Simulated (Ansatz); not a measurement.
A structure relaxed at PBE-D4/def2-SVP in Ansatz, charge 0, singlet:

```xyz
26

Sn    2.0828   -1.7836   -0.6367
Sn    0.9494    2.6523   -0.1568
Sn   -0.9157   -0.5176    2.6200
Sn   -2.1240   -0.3466   -1.8230
Sn    1.1687   -2.2976    1.9764
Sn    0.0344    2.1280    2.4538
Sn    3.0291    0.8636   -0.7905
Sn   -0.0400   -2.1316   -2.4539
Sn   -1.1669    2.2969   -1.9785
Sn   -3.0300   -0.8604    0.7929
H     3.3700   -2.8879   -1.0322
H     1.5357    4.2906   -0.2584
H    -1.4784   -0.8377    4.2381
H    -3.4365   -0.5616   -2.9471
H     2.4729   -2.1151    3.1095
H     0.6071   -3.9373    2.0955
H     1.3292    2.3574    3.5887
H    -1.2269    3.2444    2.8774
H     4.3563    1.0806    0.3088
H     3.6248    1.1896   -2.3896
H     0.5165   -1.8409   -4.0743
H    -0.6137   -3.7698   -2.3895
H    -0.6150    2.6311   -3.5927
H    -2.4503    3.4153   -1.6318
H    -3.6473   -2.4808    0.9027
H    -4.3321    0.2188    1.1914
```

Problem. Give its formula and point group.

Solution. Sn10H16, a cluster cut from cubic tin. Point group Td (tolerance 0.1 Å).

Problem. Summarise the bond lengths by kind (pairs closer than 1.2 times the sum of covalent radii, bridged metal pairs left out).

Solution. 12 × Sn–Sn 2.81 to 2.82 Å; 16 × H–Sn 1.74 Å.

In the def2 sets Sn takes a core potential; there is no spin–orbit coupling.
